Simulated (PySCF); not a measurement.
CHBClF3, SMILES FC(F)(F)BCl. Atoms are numbered in the order given.

```xyz
7

B      0.8049    -0.5820     0.0000
C      0.0149     0.8155     0.0000
F     -1.3221     0.7202     0.0000
F      0.3692     1.5298     1.0912
F      0.3692     1.5298    -1.0912
Cl    -0.0507    -2.0848     0.0000
H      2.0019    -0.5605     0.0000
```
Charge 0, spin multiplicity 1.

The structure is a stationary point at B3LYP-D3(BJ)/def2-SVP. This is a generated structure with no PubChem entry under its InChIKey; it may be hypothetical.

Method: PySCF with TDDFT-PBE/def2-SVPD.

Vertical excitations. Isolated molecule, no solvent. State labels are in the subgroup Cs.

Computed lowest excited states:
| state | symmetry | energy (eV) | λ (nm) | f | main pairs |
|---|---|---|---|---|---|
| S1 | A" | 4.49 | 276 | 0.000 | HOMO→LUMO 100 % |
| S2 | A" | 6.00 | 207 | 0.004 | HOMO−1→LUMO 96 % |
| S3 | A' | 6.30 | 197 | 0.002 | HOMO−3→LUMO 97 % |
| S4 | A" | 6.56 | 189 | 0.004 | HOMO−4→LUMO 95 % |
| S5 | A' | 6.76 | 183 | 0.139 | HOMO−2→LUMO 82 % |
| S6 | A' | 7.22 | 172 | 0.018 | HOMO−5→LUMO 86 % |
| S7 | A" | 7.44 | 167 | 0.002 | HOMO−6→LUMO 98 % |
| S8 | A' | 7.75 | 160 | 0.010 | HOMO→LUMO+1 97 % |
| S9 | A" | 7.95 | 156 | 0.001 | HOMO−8→LUMO 99 % |
| S10 | A' | 7.96 | 156 | 0.013 | HOMO−7→LUMO 96 % |
| T1 | A" | 4.08 | 304 | 0 | HOMO→LUMO 99 % |
| T2 | A' | 5.34 | 232 | 0 | HOMO−2→LUMO 98 % |
| T3 | A" | 5.47 | 227 | 0 | HOMO−1→LUMO 98 % |
| T4 | A" | 6.15 | 202 | 0 | HOMO−4→LUMO 92 % |
Triplets are in the Tamm–Dancoff approximation, which puts them higher than full response would, so one can lie above its singlet here.
